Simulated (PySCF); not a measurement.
Polarisability and C₆ of Mn+ (manganese, charge +1)

[Ar] 3d5 4s1, high-spin 7S determinant. All numbers are calculated (PySCF 2.14, no relativity, point nucleus, in aug-cc-pwCVQZ (11s10p8d5f4g3h, 185 functions)). Coupled (time-dependent) response in atomic units; α is the mean over directions.

| method | mean α (bohr³) | C₆ (like pair) | S(−4) |
| --- | --- | --- | --- |
| PBE | 28.54 | 149.1 | 654.3 |

S(−4) is the Cauchy moment in α(ω) = α(0) + S(−4) ω² + …

α(iu) at PBE:

| u (hartree) | α(iu) (bohr³) |
| --- | --- |
| 0 | 28.54 |
| 0.0500 | 27.00 |
| 0.100 | 23.38 |
| 0.200 | 15.82 |
| 0.300 | 10.93 |
| 0.500 | 6.308 |
| 0.750 | 4.018 |
| 1.00 | 2.924 |
| 1.50 | 1.854 |
| 2.00 | 1.316 |
| 3.00 | 0.7766 |
| 5.00 | 0.3695 |

A single London oscillator, α(iu) = α/(1 + u²/ω²), gives C₆ = (3/4) ω α². Matching the computed C₆ needs ω = 4 × 149.1 / (3 × 28.54²) = 0.244 hartree.

For an ion, C₆ is the dispersion term alone; charge-induced terms of lower order in 1/R come first.
